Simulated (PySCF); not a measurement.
Gas-phase reaction: GeH3F + 2 F2 ⇌ GeHF3 + 2 HF

Method: PySCF energies plus ideal-gas RRHO corrections (1 bar). † marks an energy on the PBE0/def2-TZVP geometry and frequencies; other levels use their own. MP2 and CCSD(T) freeze the core. 6-31G* has spherical d functions here. All species are closed-shell singlets. B3LYP is the form with VWN-RPA correlation. Ge: all electrons, no relativistic terms. GeHF3: computed as isolated molecules; such fragments, hydroxides, amides, oligomers or adducts are transient or little studied in the gas. MP2 isn't extrapolated to the basis-set limit; its ΔH°(298 K) is -1217.6 kJ in def2-SVP and -1272.9 kJ in def2-TZVPP. CCSD(T) isn't extrapolated to the basis-set limit; its ΔH°(298 K) is -1146.7 kJ in def2-SVP and -1201.5 kJ in def2-TZVPP. The harmonic model lacks anharmonicity and excited electronic states, which grow with temperature; levels with a mode under 35 cm⁻¹ are left out.

```tsv
level	ΔE electronic, kJ	ΔH°(298 K), kJ	ΔS°(298 K), J/K	ΔG°(600 K), kJ
B3LYP/6-31G*	-1059	-1047	-14	-1040
CCSD(T)/def2-SVP†	-1160	-1147	-14	-1140
HF/6-31G*	-1198	-1185	-15	-1178
MP2/def2-SVP†	-1231	-1218	-14	-1211
PBE/def2-SVP	-1073	-1060	-13	-1054
PBE/def2-TZVP†	-1127	-1114	-14	-1107
PBE0/def2-QZVP†	-1207	-1193	-14	-1187
ωB97X-V/def2-TZVP†	-1183	-1169	-14	-1163
```
ΔH° is lowest at MP2/def2-SVP† and highest at B3LYP/6-31G*. No reference value is set beside these.
